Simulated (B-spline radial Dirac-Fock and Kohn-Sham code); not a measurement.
K-shell conversion coefficients of Sn against transition energy

Model: a Dirac-Hartree-Slater potential of the neutral atom with a Latter tail (no hole, which puts coefficients of high multipoles low close above an edge), finite nucleus with surface currents. Program: a radial atomic solver. Subshells within 1 keV of threshold and pair formation are left out.

| energy (keV) | E1 | E2 | E5 | M1 | M2 | M5 |
| --- | --- | --- | --- | --- | --- | --- |
| 35.8 | 2.62 | 16.0 | 476 | 9.62 | 220 | 28300 |
| 40.6 | 1.88 | 13.6 | 1230 | 6.64 | 136 | 41000 |
| 41.6 | 1.76 | 13.1 | 1350 | 6.18 | 124 | 41500 |
| 50 | 1.08 | 8.83 | 1730 | 3.61 | 61.9 | 32700 |
| 55.1 | 0.827 | 6.91 | 1580 | 2.72 | 42.9 | 24800 |
| 65 | 0.525 | 4.38 | 1110 | 1.68 | 23.0 | 13500 |
| 77 | 0.328 | 2.64 | 647 | 1.03 | 12.2 | 6450 |
| 100 | 0.157 | 1.15 | 229 | 0.489 | 4.68 | 1810 |
| 103 | 0.145 | 1.05 | 202 | 0.450 | 4.20 | 1560 |
| 105 | 0.137 | 0.985 | 185 | 0.426 | 3.92 | 1410 |
| 200 | 0.0224 | 0.114 | 8.59 | 0.0722 | 0.407 | 47.1 |
| 379 | 0.00410 | 0.0143 | 0.400 | 0.0137 | 0.0514 | 1.79 |
| 386 | 0.00391 | 0.0136 | 0.368 | 0.0131 | 0.0486 | 1.64 |
| 390 | 0.00381 | 0.0131 | 0.351 | 0.0128 | 0.0471 | 1.56 |
| 493 | 0.00216 | 0.00661 | 0.126 | 0.00716 | 0.0233 | 0.514 |
| 500 | 0.00209 | 0.00635 | 0.119 | 0.00692 | 0.0224 | 0.482 |
| 728 | 0.000904 | 0.00235 | 0.0268 | 0.00282 | 0.00771 | 0.0930 |
| 953 | 0.000526 | 0.00125 | 0.0104 | 0.00152 | 0.00376 | 0.0318 |
| 1000 | 0.000479 | 0.00112 | 0.00891 | 0.00137 | 0.00332 | 0.0265 |
| 1430 | 0.000252 | 0.000532 | 0.00300 | 0.000624 | 0.00136 | 0.00743 |
| 1520 | 0.000227 | 0.000472 | 0.00252 | 0.000548 | 0.00118 | 0.00607 |
| 1710 | 0.000187 | 0.000376 | 0.00183 | 0.000428 | 0.000892 | 0.00416 |
| 2000 | 0.000146 | 0.000281 | 0.00122 | 0.000310 | 0.000623 | 0.00257 |
| 2060 | 0.000140 | 0.000266 | 0.00113 | 0.000292 | 0.000583 | 0.00235 |

Question: How fast do they fall between 1710 and 2060 keV?

Answer: As powers of the energy: E1 E^-1.58, E2 E^-1.86, E5 E^-2.60, M1 E^-2.05, M2 E^-2.29, M5 E^-3.06. Within one type (E or M) the higher multipoles fall faster.

Values without a named source are computed, but for edge energies of neutral atoms, which are taken from tables.
